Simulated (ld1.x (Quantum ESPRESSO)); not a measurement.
PBE RRKJ dataset for Ir, fully relativistic all-electron reference.

ld1.x (Quantum ESPRESSO) 7.5 input, shortened:

```
&input
   title='Ir', zed=77., rel=2, dft='PBE', iswitch=3,
   config='[Xe] 4f14 5d7 6s2 6p0', rel_dist='average'
 /
 &inputp
   pseudotype=2, tm=.false., rho0=0.02, lloc=0,
   nlcc=.false.
 /
3
6P  2  1   0.00   0.00  4.88  4.88  0.0
5D  3  2   7.00   0.00  2.90  2.90  0.0
6S  1  0   2.00   0.00  2.50  2.50  0.0
 &test
   configts(1)='5d7 6s2 6p0'
 /
```

Open shells are filled in proportion to 2j + 1 (rel_dist='average').

All-electron outer shells of the reference configuration (PBE, scalar-relativistic, ld1.x):

```tsv
shell	level (eV)	outermost node (bohr)	outermost maximum (bohr)
4f	-62.19	–	0.39
5p	-54.70	0.54	1.01
5d	-7.15	0.59	1.29
6s	-6.33	1.17	2.38
6p	-1.22	1.39	3.47
```

(1) Estimate the cutoffs (Ry, on a coarse ladder) from which the occupation-weighted sum of valence levels, in a spherical-Bessel basis at the reference potential, stays within 10 and 1 mRy of its value at 400 Ry.

(2) What does a ghost test show?

(3) Tests: 5d7 6s1 6p0; 5d7 6s0 6p0; 5d6 6s0 6p0; 5d6 6s2 6p1; 5d6 6s2 6p0; 5d8 6s1 6p0; 5d7 6s1.5 6p0. Which has the largest error in its energy relative to the reference configuration, and how large is it?

Answers

(1) 21 Ry and 30 Ry.

(2) No extra level below or beside the all-electron valence levels (p1/2, p3/2, d3/2, d5/2, s, f tested).

(3) 5d6 6s0 6p0, with -75 meV (all-electron minus pseudo) on +57.90 eV.
